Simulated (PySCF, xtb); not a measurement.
**Relative energy of two structures of FH4LiSi2**

Structure a: a singlet given by its coordinates. Structure b: `[Li][SiH2][SiH2]F`, a singlet. Both are isolated molecules in the gas phase, relaxed with PBE0-D3(BJ)/def2-SVP; the shapes shown needn't be the lowest conformers.

a (Å):

```yaml
atoms:
  - { symbol: F, position_ang: [0.3277, -0.7778, -1.6505] }
  - { symbol: Li, position_ang: [-1.0087, 0.1513, -0.8977] }
  - { symbol: Si, position_ang: [-1.2223, 1.5609, -2.9638] }
  - { symbol: Si, position_ang: [0.4745, -0.0300, -3.2263] }
  - { symbol: H, position_ang: [-2.0803, 1.3079, -4.1776] }
  - { symbol: H, position_ang: [-0.4967, 2.8453, -3.2767] }
  - { symbol: H, position_ang: [0.3130, -1.2211, -4.1196] }
  - { symbol: H, position_ang: [1.9241, 0.3457, -3.2246] }
```

Close contacts (Å): F1–Li2 1.79, F1–Si4 1.75, Li2–Si3 2.51, Si3–Si4 2.34, Si3–H5 1.51, Si3–H6 1.51, Si4–H7 1.50, Si4–H8 1.50.

b (Å):

```xyz
8

F     2.0970    0.6185   -3.1313
Li   -3.2335   -0.1914   -2.3194
Si   -1.2590    1.1475   -2.9666
Si    0.6799   -0.1226   -2.7682
H    -1.2234    1.6530   -4.3893
H    -0.9803    2.3754   -2.1326
H     0.8315   -0.6362   -1.3643
H     0.6071   -1.3351   -3.6527
```

Which of the two would you expect CCSD(T)/def2-SVP + ΔMP2/def2-TZVPP electronic energies to favour?

Structure a; the calculation gives E(b) − E(a) = +39.0 kJ/mol.

Level by level:

```
                             level              geometry  E(b) − E(a) (kJ/mol)  departure from the last row (kJ/mol)  job, with rough time for the two
              PBE0-D3(BJ)/def2-SVP  PBE0-D3(BJ)/def2-SVP                   +61.7                                 +22.7             optimisation, 2.1 min
                       HF/def2-SVP  PBE0-D3(BJ)/def2-SVP                   +50.8                                 +11.8           part of the CCSD(T) run
                      MP2/def2-SVP  PBE0-D3(BJ)/def2-SVP                   +58.6                                 +19.6           part of the CCSD(T) run
                  CCSD(T)/def2-SVP  PBE0-D3(BJ)/def2-SVP                   +60.8                                 +21.8                      single point
CCSD(T)/def2-SVP + ΔMP2/def2-TZVPP  PBE0-D3(BJ)/def2-SVP                   +39.0                                                      single point, 48 s
```

The levels shown agree on the order. The largest departure from CCSD(T)/def2-SVP + ΔMP2/def2-TZVPP is that of PBE0-D3(BJ)/def2-SVP, 22.7 kJ/mol. No reliable frequencies are at hand for b, so it isn't confirmed as a minimum. Levels run at GFN2-xTB geometries aren't shown. The last row adds to CCSD(T) the change of the MP2 difference between the two basis sets, here −21.8 kJ/mol, a large step that makes the value less sure.

The correlated steps freeze 11 core orbitals; the last core shell of Li is correlated, in a basis made for valence electrons. Codes used: PySCF 2.14.0, xtb 6.7.1; the last row on 2 threads of Intel(R) Xeon(R) Platinum 8259CL CPU @ 2.50GHz (Skylake/Cascade Lake) on a shared host.
